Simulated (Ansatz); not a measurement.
Abridged output of a molecular run in Ansatz:

```
Functional definition: HF
1681 factors; integrals over basis functions are off by at most 8.5e-4 eV
mean field evaluation 1: about -24740.3085 eV, gradient 5.7e1 eV
mean field evaluation 2: about -24740.5856 eV, gradient 5.7e1 eV
mean field evaluation 4: about -24746.3159 eV, gradient 3.6e0 eV
mean field evaluation 8: about -24746.3858 eV, gradient 3.1e-1 eV
mean field -24746.38602168 eV, -909.4129125940 hartree, gradient 2.7e-6 eV, S^2 0.000000; 0 other end points of the search recorded, 0 dependent functions left out
14 core orbitals not correlated: weight in the atoms' cores, before any rotation towards them, 1.000 or more for the frozen orbitals, at most 0.000 for the correlated occupied ones
reference -24746.38602168 eV, -909.4129125940 hartree; 19, 19 occupied and 245, 245 virtual orbitals, 1681 factors
second order -32.24583435 eV of doubles, -0.00000000 eV of singles
cycle   1  -32.23346363 eV  change    1.2e-2 eV  update   1.1e-1
cycle   2  -32.90985449 eV  change   -6.8e-1 eV  update   3.2e-2
cycle   3  -33.06667190 eV  change   -1.6e-1 eV  update   1.6e-2
cycle   4  -33.04616408 eV  change    2.1e-2 eV  update   3.3e-3
cycle   5  -33.04416312 eV  change    2.0e-3 eV  update   1.4e-3
cycle   6  -33.04524212 eV  change   -1.1e-3 eV  update   4.3e-4
cycle   7  -33.04502734 eV  change    2.1e-4 eV  update   1.5e-4
cycle   8  -33.04491744 eV  change    1.1e-4 eV  update   4.6e-5
cycle   9  -33.04492596 eV  change   -8.5e-6 eV  update   1.9e-5
perturbative correction -1.06690785 eV, -0.0392081403 hartree
Total energy: -24780.49785550 eV, -910.6664993648 hartree
```

Its atoms:

```xyz
11

O     1.044   -1.222   -1.939
Si    1.231   -0.388   -0.538
N    -0.107    0.646   -0.175
Si   -1.213    0.544    1.104
F    -2.704    0.558    0.557
F    -1.129    1.813    2.053
H     0.300   -1.822   -2.013
H     2.453    0.410   -0.765
H     1.351   -1.289    0.635
H    -0.240    1.421   -0.814
H    -0.987   -0.672    1.895
```

**Question.** Which basis set was used?
A. def2-SVP
B. def2-TZVPP
C. cc-pV(D+d)Z
D. cc-pV(Q+d)Z

**Answer.** B. It gives 278 functions.

**Question.** Write the keys of the input that set method, charge and spin (a neutral closed shell needs none for the last two).

**Answer.** 
```yaml
correlation: {method: ccsd_t}
```
